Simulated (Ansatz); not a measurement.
Molecular dynamics of CH9AlOSi

input.yaml

```yaml
crystal:
  periodic: [false, false, false]
  atoms:
    - { symbol: Al, position_ang: [-0.5754, 0.275, -0.3055] }
    - { symbol: Si, position_ang: [1.3652, 0.131, 1.5787] }
    - { symbol: C, position_ang: [-0.302, -0.3977, -2.1459] }
    - { symbol: O, position_ang: [-1.725, 1.3654, 0.1169] }
    - { symbol: H, position_ang: [-0.1886, -0.7746, 1.0332] }
    - { symbol: H, position_ang: [-0.9654, -1.3363, 0.8252] }
    - { symbol: H, position_ang: [2.3554, 1.2216, 1.4925] }
    - { symbol: H, position_ang: [0.9298, 0.2065, 2.9926] }
    - { symbol: H, position_ang: [2.2216, -1.0772, 1.5788] }
    - { symbol: H, position_ang: [-1.1591, -0.9617, -2.5236] }
    - { symbol: H, position_ang: [-0.1334, 0.4267, -2.8469] }
    - { symbol: H, position_ang: [0.5683, -1.0556, -2.1924] }
    - { symbol: H, position_ang: [-2.3914, 1.9769, 0.3964] }
magnetization:
  spin_polarized: true
basis:
  gaussian: { orbitals: STO-3G }
hamiltonian:
  xc: pbe
md:
  timestep: 0.5
  n_steps: 150
  ensemble: nve
  temperature: 600.0
  initial_velocities: maxwell_boltzmann
  seed: 40554
```

Command:

```bash
$ ansatz run input.yaml --threads 1 --pin off --max-ram 2048MiB --backend cpu --events-out ev --progress --plain --runs-dir out
```

It starts from a rough guess of a transition structure, not a stationary point.

Output, in part (one step line in 2, the closing report, with atoms numbered from 0):

```
md step     0: t =     0.00 fs  T =   600.0 K  F+E_penalty+E_count = -17477.46592410 eV  E_kin = 0.853116 eV  conserved = -17476.61280811 eV  (25 SCF iters)
md step     2: t =     1.00 fs  T =   680.7 K  F+E_penalty+E_count = -17477.58160415 eV  E_kin = 0.967834 eV  conserved = -17476.61377008 eV  (26 SCF iters)
md step     4: t =     2.00 fs  T =   740.5 K  F+E_penalty+E_count = -17477.66816881 eV  E_kin = 1.052913 eV  conserved = -17476.61525587 eV  (25 SCF iters)
md step     6: t =     3.00 fs  T =   731.1 K  F+E_penalty+E_count = -17477.65438229 eV  E_kin = 1.039525 eV  conserved = -17476.61485773 eV  (25 SCF iters)
md step     8: t =     4.00 fs  T =   727.8 K  F+E_penalty+E_count = -17477.64280968 eV  E_kin = 1.034896 eV  conserved = -17476.60791343 eV  (26 SCF iters)
md step    10: t =     5.00 fs  T =   908.4 K  F+E_penalty+E_count = -17477.90791613 eV  E_kin = 1.291667 eV  conserved = -17476.61624877 eV  (26 SCF iters)
md step    12: t =     6.00 fs  T =  1038.2 K  F+E_penalty+E_count = -17478.09328676 eV  E_kin = 1.476151 eV  conserved = -17476.61713593 eV  (27 SCF iters)
md step    14: t =     7.00 fs  T =  1050.4 K  F+E_penalty+E_count = -17478.10507141 eV  E_kin = 1.493477 eV  conserved = -17476.61159479 eV  (26 SCF iters)
md step    16: t =     8.00 fs  T =  1152.9 K  F+E_penalty+E_count = -17478.24838865 eV  E_kin = 1.639273 eV  conserved = -17476.60911606 eV  (26 SCF iters)
md step    18: t =     9.00 fs  T =  1429.7 K  F+E_penalty+E_count = -17478.64836620 eV  E_kin = 2.032810 eV  conserved = -17476.61555646 eV  (26 SCF iters)
md step    20: t =    10.00 fs  T =  1628.5 K  F+E_penalty+E_count = -17478.93836271 eV  E_kin = 2.315431 eV  conserved = -17476.62293215 eV  (27 SCF iters)
md step    22: t =    11.00 fs  T =  1577.9 K  F+E_penalty+E_count = -17478.85191045 eV  E_kin = 2.243537 eV  conserved = -17476.60837364 eV  (26 SCF iters)
md step    24: t =    12.00 fs  T =  1692.5 K  F+E_penalty+E_count = -17479.02222576 eV  E_kin = 2.406490 eV  conserved = -17476.61573590 eV  (26 SCF iters)
md step    26: t =    13.00 fs  T =  1828.5 K  F+E_penalty+E_count = -17479.21682456 eV  E_kin = 2.599870 eV  conserved = -17476.61695497 eV  (26 SCF iters)
md step    28: t =    14.00 fs  T =  1869.9 K  F+E_penalty+E_count = -17479.27044312 eV  E_kin = 2.658755 eV  conserved = -17476.61168786 eV  (26 SCF iters)
md step    30: t =    15.00 fs  T =  1993.1 K  F+E_penalty+E_count = -17479.44543919 eV  E_kin = 2.833853 eV  conserved = -17476.61158665 eV  (26 SCF iters)
md step    32: t =    16.00 fs  T =  2199.0 K  F+E_penalty+E_count = -17479.74307978 eV  E_kin = 3.126691 eV  conserved = -17476.61638904 eV  (26 SCF iters)
md step    34: t =    17.00 fs  T =  2301.5 K  F+E_penalty+E_count = -17479.89049588 eV  E_kin = 3.272404 eV  conserved = -17476.61809222 eV  (26 SCF iters)
md step    36: t =    18.00 fs  T =  2335.5 K  F+E_penalty+E_count = -17479.92770222 eV  E_kin = 3.320800 eV  conserved = -17476.60690198 eV  (26 SCF iters)
md step    38: t =    19.00 fs  T =  2564.7 K  F+E_penalty+E_count = -17480.26939597 eV  E_kin = 3.646705 eV  conserved = -17476.62269091 eV  (27 SCF iters)
md step    40: t =    20.00 fs  T =  2568.0 K  F+E_penalty+E_count = -17480.27054715 eV  E_kin = 3.651396 eV  conserved = -17476.61915118 eV  (26 SCF iters)
md step    42: t =    21.00 fs  T =  2383.1 K  F+E_penalty+E_count = -17479.99930609 eV  E_kin = 3.388421 eV  conserved = -17476.61088520 eV  (27 SCF iters)
md step    44: t =    22.00 fs  T =  2330.2 K  F+E_penalty+E_count = -17479.92388213 eV  E_kin = 3.313195 eV  conserved = -17476.61068709 eV  (27 SCF iters)
md step    46: t =    23.00 fs  T =  2413.8 K  F+E_penalty+E_count = -17480.05148235 eV  E_kin = 3.432083 eV  conserved = -17476.61939892 eV  (26 SCF iters)
md step    48: t =    24.00 fs  T =  2333.3 K  F+E_penalty+E_count = -17479.93597411 eV  E_kin = 3.317592 eV  conserved = -17476.61838225 eV  (26 SCF iters)
md step    50: t =    25.00 fs  T =  2181.8 K  F+E_penalty+E_count = -17479.71255333 eV  E_kin = 3.102255 eV  conserved = -17476.61029794 eV  (27 SCF iters)
md step    52: t =    26.00 fs  T =  2156.7 K  F+E_penalty+E_count = -17479.68668553 eV  E_kin = 3.066491 eV  conserved = -17476.62019483 eV  (26 SCF iters)
md step    54: t =    27.00 fs  T =  2004.1 K  F+E_penalty+E_count = -17479.46099515 eV  E_kin = 2.849518 eV  conserved = -17476.61147745 eV  (28 SCF iters)
md step    56: t =    28.00 fs  T =  1958.8 K  F+E_penalty+E_count = -17479.39414996 eV  E_kin = 2.785191 eV  conserved = -17476.60895940 eV  (27 SCF iters)
md step    58: t =    29.00 fs  T =  2126.4 K  F+E_penalty+E_count = -17479.63882328 eV  E_kin = 3.023403 eV  conserved = -17476.61542030 eV  (26 SCF iters)
md step    60: t =    30.00 fs  T =  2249.1 K  F+E_penalty+E_count = -17479.82127428 eV  E_kin = 3.197927 eV  conserved = -17476.62334744 eV  (27 SCF iters)
md step    62: t =    31.00 fs  T =  2092.7 K  F+E_penalty+E_count = -17479.58747230 eV  E_kin = 2.975593 eV  conserved = -17476.61187977 eV  (27 SCF iters)
md step    64: t =    32.00 fs  T =  2056.6 K  F+E_penalty+E_count = -17479.53597570 eV  E_kin = 2.924254 eV  conserved = -17476.61172184 eV  (27 SCF iters)
md step    66: t =    33.00 fs  T =  2168.0 K  F+E_penalty+E_count = -17479.70301101 eV  E_kin = 3.082541 eV  conserved = -17476.62047049 eV  (27 SCF iters)
md step    68: t =    34.00 fs  T =  2109.2 K  F+E_penalty+E_count = -17479.61300775 eV  E_kin = 2.999021 eV  conserved = -17476.61398716 eV  (27 SCF iters)
md step    70: t =    35.00 fs  T =  2057.9 K  F+E_penalty+E_count = -17479.53762577 eV  E_kin = 2.925997 eV  conserved = -17476.61162896 eV  (27 SCF iters)
md step    72: t =    36.00 fs  T =  2107.6 K  F+E_penalty+E_count = -17479.61203138 eV  E_kin = 2.996770 eV  conserved = -17476.61526153 eV  (27 SCF iters)
md step    74: t =    37.00 fs  T =  2104.1 K  F+E_penalty+E_count = -17479.61172921 eV  E_kin = 2.991786 eV  conserved = -17476.61994277 eV  (26 SCF iters)
md step    76: t =    38.00 fs  T =  1958.7 K  F+E_penalty+E_count = -17479.39222912 eV  E_kin = 2.785015 eV  conserved = -17476.60721388 eV  (26 SCF iters)
md step    78: t =    39.00 fs  T =  2014.8 K  F+E_penalty+E_count = -17479.48316082 eV  E_kin = 2.864805 eV  conserved = -17476.61835613 eV  (25 SCF iters)
md step    80: t =    40.00 fs  T =  1992.0 K  F+E_penalty+E_count = -17479.45156074 eV  E_kin = 2.832287 eV  conserved = -17476.61927372 eV  (26 SCF iters)
md step    82: t =    41.00 fs  T =  1791.8 K  F+E_penalty+E_count = -17479.15721112 eV  E_kin = 2.547631 eV  conserved = -17476.60958045 eV  (26 SCF iters)
md step    84: t =    42.00 fs  T =  1759.1 K  F+E_penalty+E_count = -17479.11000709 eV  E_kin = 2.501126 eV  conserved = -17476.60888149 eV  (26 SCF iters)
md step    86: t =    43.00 fs  T =  1927.6 K  F+E_penalty+E_count = -17479.35801056 eV  E_kin = 2.740710 eV  conserved = -17476.61730032 eV  (26 SCF iters)
md step    88: t =    44.00 fs  T =  1977.9 K  F+E_penalty+E_count = -17479.43329407 eV  E_kin = 2.812263 eV  conserved = -17476.62103105 eV  (25 SCF iters)
md step    90: t =    45.00 fs  T =  1862.9 K  F+E_penalty+E_count = -17479.25620112 eV  E_kin = 2.648729 eV  conserved = -17476.60747186 eV  (25 SCF iters)
md step    92: t =    46.00 fs  T =  1929.8 K  F+E_penalty+E_count = -17479.36280755 eV  E_kin = 2.743942 eV  conserved = -17476.61886591 eV  (26 SCF iters)
md step    94: t =    47.00 fs  T =  1912.3 K  F+E_penalty+E_count = -17479.33407206 eV  E_kin = 2.719007 eV  conserved = -17476.61506552 eV  (25 SCF iters)
md step    96: t =    48.00 fs  T =  1844.0 K  F+E_penalty+E_count = -17479.23386876 eV  E_kin = 2.621866 eV  conserved = -17476.61200247 eV  (26 SCF iters)
md step    98: t =    49.00 fs  T =  1848.7 K  F+E_penalty+E_count = -17479.24295740 eV  E_kin = 2.628601 eV  conserved = -17476.61435605 eV  (25 SCF iters)
md step   100: t =    50.00 fs  T =  1837.1 K  F+E_penalty+E_count = -17479.23144750 eV  E_kin = 2.612163 eV  conserved = -17476.61928435 eV  (26 SCF iters)
md step   102: t =    51.00 fs  T =  1663.7 K  F+E_penalty+E_count = -17478.97868256 eV  E_kin = 2.365515 eV  conserved = -17476.61316789 eV  (26 SCF iters)
md step   104: t =    52.00 fs  T =  1614.1 K  F+E_penalty+E_count = -17478.90221312 eV  E_kin = 2.295074 eV  conserved = -17476.60713910 eV  (26 SCF iters)
md step   106: t =    53.00 fs  T =  1816.3 K  F+E_penalty+E_count = -17479.20451168 eV  E_kin = 2.582455 eV  conserved = -17476.62205682 eV  (26 SCF iters)
md step   108: t =    54.00 fs  T =  1810.3 K  F+E_penalty+E_count = -17479.18888432 eV  E_kin = 2.573994 eV  conserved = -17476.61489075 eV  (26 SCF iters)
md step   110: t =    55.00 fs  T =  1762.0 K  F+E_penalty+E_count = -17479.11433096 eV  E_kin = 2.505355 eV  conserved = -17476.60897563 eV  (26 SCF iters)
md step   112: t =    56.00 fs  T =  1902.5 K  F+E_penalty+E_count = -17479.31706782 eV  E_kin = 2.705123 eV  conserved = -17476.61194517 eV  (26 SCF iters)
md step   114: t =    57.00 fs  T =  2111.0 K  F+E_penalty+E_count = -17479.62201302 eV  E_kin = 3.001609 eV  conserved = -17476.62040355 eV  (26 SCF iters)
md step   116: t =    58.00 fs  T =  2131.9 K  F+E_penalty+E_count = -17479.64384786 eV  E_kin = 3.031282 eV  conserved = -17476.61256629 eV  (25 SCF iters)
md step   118: t =    59.00 fs  T =  2214.2 K  F+E_penalty+E_count = -17479.76349993 eV  E_kin = 3.148339 eV  conserved = -17476.61516054 eV  (27 SCF iters)
md step   120: t =    60.00 fs  T =  2287.8 K  F+E_penalty+E_count = -17479.87418911 eV  E_kin = 3.252982 eV  conserved = -17476.62120689 eV  (27 SCF iters)
md step   122: t =    61.00 fs  T =  2135.6 K  F+E_penalty+E_count = -17479.64803282 eV  E_kin = 3.036587 eV  conserved = -17476.61144588 eV  (27 SCF iters)
md step   124: t =    62.00 fs  T =  2068.0 K  F+E_penalty+E_count = -17479.55020933 eV  E_kin = 2.940475 eV  conserved = -17476.60973429 eV  (28 SCF iters)
md step   126: t =    63.00 fs  T =  2163.2 K  F+E_penalty+E_count = -17479.69198882 eV  E_kin = 3.075742 eV  conserved = -17476.61624694 eV  (28 SCF iters)
md step   128: t =    64.00 fs  T =  2164.4 K  F+E_penalty+E_count = -17479.69881338 eV  E_kin = 3.077450 eV  conserved = -17476.62136369 eV  (27 SCF iters)
md step   130: t =    65.00 fs  T =  1967.1 K  F+E_penalty+E_count = -17479.40384761 eV  E_kin = 2.796906 eV  conserved = -17476.60694183 eV  (27 SCF iters)
md step   132: t =    66.00 fs  T =  1980.0 K  F+E_penalty+E_count = -17479.43166679 eV  E_kin = 2.815223 eV  conserved = -17476.61644412 eV  (27 SCF iters)
md step   134: t =    67.00 fs  T =  1987.2 K  F+E_penalty+E_count = -17479.44287868 eV  E_kin = 2.825457 eV  conserved = -17476.61742154 eV  (27 SCF iters)
md step   136: t =    68.00 fs  T =  1870.3 K  F+E_penalty+E_count = -17479.27076022 eV  E_kin = 2.659321 eV  conserved = -17476.61143929 eV  (28 SCF iters)
md step   138: t =    69.00 fs  T =  1836.4 K  F+E_penalty+E_count = -17479.22298869 eV  E_kin = 2.611042 eV  conserved = -17476.61194657 eV  (26 SCF iters)
md step   140: t =    70.00 fs  T =  1874.5 K  F+E_penalty+E_count = -17479.28282130 eV  E_kin = 2.665339 eV  conserved = -17476.61748248 eV  (28 SCF iters)
md step   142: t =    71.00 fs  T =  1788.3 K  F+E_penalty+E_count = -17479.16023359 eV  E_kin = 2.542679 eV  conserved = -17476.61755455 eV  (28 SCF iters)
md step   144: t =    72.00 fs  T =  1673.0 K  F+E_penalty+E_count = -17478.98424352 eV  E_kin = 2.378713 eV  conserved = -17476.60553008 eV  (28 SCF iters)
md step   146: t =    73.00 fs  T =  1816.7 K  F+E_penalty+E_count = -17479.20417043 eV  E_kin = 2.583078 eV  conserved = -17476.62109199 eV  (27 SCF iters)
md step   148: t =    74.00 fs  T =  1794.6 K  F+E_penalty+E_count = -17479.16810418 eV  E_kin = 2.551621 eV  conserved = -17476.61648293 eV  (28 SCF iters)
md step   150: t =    75.00 fs  T =  1658.5 K  F+E_penalty+E_count = -17478.96782028 eV  E_kin = 2.358092 eV  conserved = -17476.60972849 eV  (28 SCF iters)
Total energy: -17478.96785556 eV, -642.3402210219 hartree
Atom 0 at    -0.132916     0.672751    -0.496427 Å, force    -2.586697    -0.736902     2.012780 eV/Å
Atom 1 at     1.381448     0.280759     1.433824 Å, force    -1.301682    -0.409309    -1.831677 eV/Å
Atom 2 at    -0.271316    -0.397672    -2.270458 Å, force     0.657193    -0.940461     2.976972 eV/Å
Atom 3 at    -1.904612     1.153575     0.250223 Å, force     3.349574    -1.236660    -2.895396 eV/Å
Atom 4 at    -5.432269    -6.156424     5.454373 Å, force     0.769025    -1.497184    -3.173052 eV/Å
Atom 5 at    -5.252118    -6.507132     4.711062 Å, force    -0.769038     1.497175     3.173067 eV/Å
Atom 6 at     2.268114     1.257918     2.060473 Å, force    -0.088875     0.005916    -0.099294 eV/Å
Atom 7 at     0.402154    -0.167570     2.424661 Å, force     0.230640     0.204439     0.241518 eV/Å
Atom 8 at     2.145286    -0.950859     1.170109 Å, force     0.079614     0.403316     0.111362 eV/Å
Atom 9 at    -1.334742    -0.243313    -2.461180 Å, force    -0.361038    -0.141491    -0.983533 eV/Å
Atom 10 at     0.388447    -0.106191    -3.087992 Å, force    -0.081001     0.615299    -0.456366 eV/Å
Atom 11 at    -0.083252    -1.541506    -2.152384 Å, force    -0.454813     1.987940     0.241795 eV/Å
Atom 12 at    -1.676086     1.583774     1.151947 Å, force     0.557098     0.247922     0.681824 eV/Å
Dipole moment:     0.181955     0.313183    -0.103775 e Å
```

All steps were run. The conserved energy stayed within 0.81 meV per atom of its start (net change 0.24 meV per atom), so the integration is sound. The system heated up, since it started high on the potential surface and ran downhill. A run of 0.075 ps of so small a system gives no equilibrium averages. The orbitals stay closed-shell, which can raise the energy where a bond breaks towards radicals; this wasn't checked here. Limits of this set-up: minimal basis.

The step under study would form Al1–H6, Si2–H5 and break Al1–Si2, H5–H6. These pairs go: Al1–H6 2.01 → 10.24 Å, Si2–H5 1.88 → 10.20 Å, Al1–Si2 2.71 → 2.48 Å, H5–H6 0.98 → 0.84 Å. In the last frame they stand as before the step (other bonds may differ from the relaxed reactants and products). Also parted: Al1–H5 1.74 → 10.49 Å. It ends as CH7AlOSi + H2. Pairs count as bonded within 1.25 times the sum of covalent radii (0.12 Å more for H–H).

Last frame:

```xyz
13
Properties=species:S:1:pos:R:3
Al -0.133 0.673 -0.496
Si 1.381 0.281 1.434
C -0.271 -0.398 -2.271
O -1.905 1.154 0.250
H -5.432 -6.156 5.454
H -5.252 -6.507 4.711
H 2.268 1.258 2.061
H 0.402 -0.168 2.425
H 2.145 -0.951 1.170
H -1.335 -0.243 -2.461
H 0.388 -0.106 -3.088
H -0.083 -1.542 -2.152
H -1.676 1.584 1.152
```

Run time: 7.8 min on 1 thread of Arm Neoverse V1, on a shared host, peak memory 0.12 GiB.
